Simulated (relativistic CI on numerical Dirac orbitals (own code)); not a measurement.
What each ingredient does to the levels of Ta63+

Base calculation: Dirac-Coulomb-Breit CI, orbitals from a KLI potential per configuration, model QED, unscaled Slater integrals.

Configuration list (outside the closed core 1s2): 2s²2p⁶, 2s²2p⁵3s, 2s²2p⁵3p, 2s²2p⁵3d, 2s2p⁶3s, 2s2p⁶3p, 2s2p⁶3d, 2s²2p⁵4s, 2s²2p⁵4p, 2s²2p⁵4d, 2s²2p⁵4f, 2s²2p⁴3s², 2s2p⁶4s, 2s²2p⁴3s3p, 2s²2p⁵5s, 2s2p⁶4p, 2s²2p⁵5p, 2s²2p⁴3s3d, 2s²2p⁵5d, 2s2p⁶4d, 2s²2p⁴3p², 2s²2p⁵5f, 2s²2p⁵5g, 2s2p⁶4f, 2s²2p⁴3p3d, 2s2p⁵3s², 2s²2p⁴3d², 2s2p⁵3s3p, 2s2p⁵3s3d, 2s2p⁵3p², 2s2p⁶5s, 2s2p⁶5p, 2s2p⁵3p3d, 2s2p⁶5d, 2s2p⁶5f, 2s2p⁶5g. Levels of other configurations are missing.

The lowest level and the first level of each name with at least 55 % of one term (blank where a level has no safe partner in the second run):

```
        Level  Base (eV)  Shift (eV)
   2s²2p⁶ ¹S0        0.0         0.0
2s²2p⁵3s ³P°2     8063.7      +359.8
2s²2p⁵3s ¹P°1     8072.1            
 2s²2p⁵3p ³D3     8565.1       -24.3
 2s²2p⁵3p ¹P1     8565.5            
 2s²2p⁵3p ³P2     8577.9            
 2s²2p⁵3p ¹S0     8633.9            
2s²2p⁵3d ³P°0     8721.7       -36.7
2s²2p⁵3d ³P°1     8731.5       -46.5
2s²2p⁵3d ³F°4     8810.6      -114.9
2s²2p⁵3d ³D°3     8827.6            
2s²2p⁵3d ¹P°1     8856.5            
2s²2p⁵3s ³P°0     9366.5      -942.9
2s²2p⁵3s ³P°1     9369.9            
 2s²2p⁵3p ³D1     9508.6            
 2s²2p⁵3p ³P0     9556.3            
  2s2p⁶3s ³S1     9830.9     -1019.1
  2s2p⁶3s ¹S0     9875.1     -1040.7
 2s2p⁶3p ³P°1     9988.2     -1057.9
 2s2p⁶3p ³P°0     9990.4     -1060.1
2s²2p⁵3d ³F°2    10034.9            
 2s2p⁶3p ³P°2    10348.0     -1417.7
```

At this charge energies of transitions that change n are usually good to better than 1 %, and those within a shell (Δn = 0) to a few per cent.

(1) One thing was changed in a second run, which moved the levels as shown. Which?
A. Breit term removed
B. configuration mixing switched off
C. QED terms removed
D. non-relativistic limit
E. P86 correlation estimate

## Answers

(1) D. Non-relativistic limit. Without relativity the fine structure collapses and s electrons lose their extra binding.

LS names give the leading component of a level, which can be under half, so a name can repeat, a term be missing and a line seem to break the LS rules.
